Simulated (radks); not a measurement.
The numbers below are computed, except where a source is named.
Problem. Excited configurations of Ge IV: one electron is placed in a higher orbital outside [Ar] 3d10. The ground configuration is [Ar] 3d10 4s1. Code: a radial shooting solver on a logarithmic mesh with Libxc functionals. Model: scalar-relativistic Kohn-Sham, BLYP, spin-polarised, spherical densities, point nucleus; open shells are filled with parallel spins first. Excitation = E - E(ground); binding = E(ion) - E, where the ion is the core of charge +4; n* = 4/sqrt(2 binding) in atomic units, and the quantum defect is n - n*.

| outer orbital | excitation (eV) | binding (eV) | n* | quantum defect | eigenvalue (eV) | <r> (bohr) |
|---|---|---|---|---|---|---|
| 5s | 25.051 | 21.940 | 3.150 | 1.850 | -19.588 | 3.821 |
| 5p | 28.527 | 18.464 | 3.434 | 1.566 | -16.362 | 4.317 |
| 5f | 37.658 | 9.333 | 4.830 | 0.170 | -8.077 | 7.371 |
| 6p | 35.706 | 11.285 | 4.392 | 1.608 | -10.078 | 7.174 |
| 7s | 38.437 | 8.553 | 5.045 | 1.955 | -7.650 | 9.800 |
| 7p | 39.328 | 7.663 | 5.330 | 1.670 | -6.862 | 10.70 |
| 7d | 40.740 | 6.251 | 5.901 | 1.099 | -5.576 | 12.75 |
| 7f | 42.024 | 4.967 | 6.620 | 0.380 | -4.401 | 15.51 |

Estimate the row for 6f.

Solution. excitation (eV) 40.349; binding (eV) 6.642; n* 5.725; quantum defect 0.275; eigenvalue (eV) -5.830; <r> (bohr) 11.11. The Delta-SCF ionisation energy is 46.991 eV (NIST Atomic Spectra Database: 45.716 eV, measured). Self-interaction in the functional shifts the binding energies and quantum defects, so they are the method's values and not measured ones.
